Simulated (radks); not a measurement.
Values are calculated unless marked as measured or tabulated.
Q: Coherent X-ray form factor from a spherical all-electron density. Code: a radial shooting solver on a logarithmic mesh with Libxc functionals. Model: Dirac Kohn-Sham, PBE, spin-unpolarised, spherical densities, finite nucleus; Fermi nuclear charge, rms radius of each element as measured or else 0.836 A^(1/3) + 0.57 fm.

sin(theta)/lambda (1/angstrom),f0 (electrons)
0.05,28.929
0.1,28.717
0.15,28.370
0.2,27.898
0.25,27.314
0.3,26.632
0.4,25.037
0.5,23.239
0.6,21.351
0.8,17.631
1,14.322
1.25,11.039
1.5,8.734
2,6.281

The species is in the configuration that NIST lists as its ground one. Which atom or ion scatters so?

A: The rhodium ion Rh16+, [Ar] 3d10 4s1. Extrapolating in s^2 from the first two rows gives f0(0) = 29.0, near the electron count 29; among species with that count, the fall with angle is slower the higher Z, and the table is that of Z = 45; from so few rows the species is fixed only to a neighbour or two.
